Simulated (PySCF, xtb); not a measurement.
tellurium hexafluoride cation (F6Te), SMILES F[Te](F)(F)(F)(F)F (connectivity only; charge and spin as stated), charge +1, multiplicity 2.

Harmonic wavenumbers (cm⁻¹) from GFN2-xTB (xtb) at its own minimum, in rising order: 50, 50, 50, 74, 74, 74, 110, 110, 111, 348, 348, 376, 376, 376, 419.

Problem. What does B3LYP-D3(BJ)/def2-SVP in PySCF give at its own minimum? (Estimate from the structure and the level; the computed values follow.)

Solution. 114, 162, 179, 183, 250, 255, 262, 273, 326, 340, 574, 667, 717, 733, 745. Paired by order, the mean absolute difference is 190 cm⁻¹ and the zero-point energies are 4.2 and 8.3 kcal/mol.
